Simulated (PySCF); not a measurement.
CH8FNSi2, SMILES CN([SiH3])[SiH2]F. Atoms are numbered in the order given.

```xyz
13

Si     1.7210    -0.7243     0.3591
N      0.2474     0.2472     0.4290
C      0.4048     1.6509     0.8370
Si    -1.2950    -0.3017    -0.1499
F     -1.5774     0.1161    -1.7153
H      2.3903    -0.7170     1.7093
H      1.3366    -2.1210    -0.0309
H      2.7077    -0.1712    -0.6379
H     -0.5813     2.1058     1.0669
H      0.8847     2.2741     0.0493
H      1.0252     1.7330     1.7564
H     -2.3650     0.3746     0.6537
H     -1.3265    -1.7951    -0.0831
```
Charge 0, spin multiplicity 1.

The structure is a stationary point at PBE-D3(BJ)/def2-SVP. The structure was generated by enumeration, and PubChem lists no compound with its InChIKey, so it may never have been made. Other conformers were not sampled.

Level of theory: PBE-D3(BJ)/def2-SVP (PySCF).

Frequencies are harmonic and unscaled.

```json
[
 {"mode": "1", "ν (cm⁻¹)": "60", "IR (km/mol)": "0.9", "moving atoms (share of kinetic energy)": "F 42 %, Si 24 %, H 19 %, C 12 %"},
 {"mode": "2", "ν (cm⁻¹)": "103", "IR (km/mol)": "0.7", "moving atoms (share of kinetic energy)": "H 70 %, F 15 %, N 10 %"},
 {"mode": "3", "ν (cm⁻¹)": "142", "IR (km/mol)": "0.0", "moving atoms (share of kinetic energy)": "H 97 %"},
 {"mode": "4", "ν (cm⁻¹)": "156", "IR (km/mol)": "1.9", "moving atoms (share of kinetic energy)": "H 45 %, F 24 %, C 14 %, Si 9 %, N 9 %"},
 {"mode": "5", "ν (cm⁻¹)": "217", "IR (km/mol)": "0.3", "moving atoms (share of kinetic energy)": "Si 40 %, H 28 %, N 16 %, C 14 %"},
 {"mode": "6", "ν (cm⁻¹)": "263", "IR (km/mol)": "0.4", "moving atoms (share of kinetic energy)": "H 35 %, C 31 %, Si 23 %, N 10 %"},
 {"mode": "7", "ν (cm⁻¹)": "322", "IR (km/mol)": "16.3", "moving atoms (share of kinetic energy)": "N 42 %, F 21 %, Si 20 %, H 15 %"},
 {"mode": "8", "ν (cm⁻¹)": "546", "IR (km/mol)": "2.7", "moving atoms (share of kinetic energy)": "Si 56 %, H 22 %, C 15 %"},
 {"mode": "9", "ν (cm⁻¹)": "608", "IR (km/mol)": "4.8", "moving atoms (share of kinetic energy)": "H 74 %, Si 22 %"},
 {"mode": "10", "ν (cm⁻¹)": "679", "IR (km/mol)": "43.7", "moving atoms (share of kinetic energy)": "H 82 %, Si 9 %, N 9 %"},
 {"mode": "11", "ν (cm⁻¹)": "707", "IR (km/mol)": "60.4", "moving atoms (share of kinetic energy)": "H 69 %, Si 16 %, C 11 %"},
 {"mode": "12", "ν (cm⁻¹)": "765", "IR (km/mol)": "9.1", "moving atoms (share of kinetic energy)": "H 93 %"},
 {"mode": "13", "ν (cm⁻¹)": "829", "IR (km/mol)": "27.0", "moving atoms (share of kinetic energy)": "F 54 %, Si 23 %, H 21 %"},
 {"mode": "14", "ν (cm⁻¹)": "881", "IR (km/mol)": "198.9", "moving atoms (share of kinetic energy)": "H 93 %"},
 {"mode": "15", "ν (cm⁻¹)": "889", "IR (km/mol)": "116.9", "moving atoms (share of kinetic energy)": "H 95 %"},
 {"mode": "16", "ν (cm⁻¹)": "913", "IR (km/mol)": "192.5", "moving atoms (share of kinetic energy)": "H 70 %, N 14 %, Si 13 %"},
 {"mode": "17", "ν (cm⁻¹)": "918", "IR (km/mol)": "96.5", "moving atoms (share of kinetic energy)": "H 65 %, N 24 %, Si 9 %"},
 {"mode": "18", "ν (cm⁻¹)": "933", "IR (km/mol)": "250.2", "moving atoms (share of kinetic energy)": "H 84 %, Si 13 %"},
 {"mode": "19", "ν (cm⁻¹)": "963", "IR (km/mol)": "63.4", "moving atoms (share of kinetic energy)": "H 75 %, Si 14 %"},
 {"mode": "20", "ν (cm⁻¹)": "1094", "IR (km/mol)": "3.8", "moving atoms (share of kinetic energy)": "H 74 %, C 19 %"},
 {"mode": "21", "ν (cm⁻¹)": "1120", "IR (km/mol)": "126.9", "moving atoms (share of kinetic energy)": "N 56 %, C 30 %, H 12 %"},
 {"mode": "22", "ν (cm⁻¹)": "1173", "IR (km/mol)": "81.7", "moving atoms (share of kinetic energy)": "H 44 %, N 35 %, C 17 %"},
 {"mode": "23", "ν (cm⁻¹)": "1396", "IR (km/mol)": "1.1", "moving atoms (share of kinetic energy)": "H 87 %, C 12 %"},
 {"mode": "24", "ν (cm⁻¹)": "1415", "IR (km/mol)": "6.4", "moving atoms (share of kinetic energy)": "H 97 %"},
 {"mode": "25", "ν (cm⁻¹)": "1434", "IR (km/mol)": "11.9", "moving atoms (share of kinetic energy)": "H 97 %"},
 {"mode": "26", "ν (cm⁻¹)": "2145", "IR (km/mol)": "133.3", "moving atoms (share of kinetic energy)": "H 96 %"},
 {"mode": "27", "ν (cm⁻¹)": "2151", "IR (km/mol)": "109.5", "moving atoms (share of kinetic energy)": "H 98 %"},
 {"mode": "28", "ν (cm⁻¹)": "2189", "IR (km/mol)": "91.7", "moving atoms (share of kinetic energy)": "H 97 %"},
 {"mode": "29", "ν (cm⁻¹)": "2193", "IR (km/mol)": "40.5", "moving atoms (share of kinetic energy)": "H 96 %"},
 {"mode": "30", "ν (cm⁻¹)": "2216", "IR (km/mol)": "144.6", "moving atoms (share of kinetic energy)": "H 96 %"},
 {"mode": "31", "ν (cm⁻¹)": "2932", "IR (km/mol)": "54.8", "moving atoms (share of kinetic energy)": "H 97 %"},
 {"mode": "32", "ν (cm⁻¹)": "3004", "IR (km/mol)": "20.7", "moving atoms (share of kinetic energy)": "H 90 %, C 10 %"},
 {"mode": "33", "ν (cm⁻¹)": "3035", "IR (km/mol)": "11.2", "moving atoms (share of kinetic energy)": "H 91 %, C 9 %"}
]
```
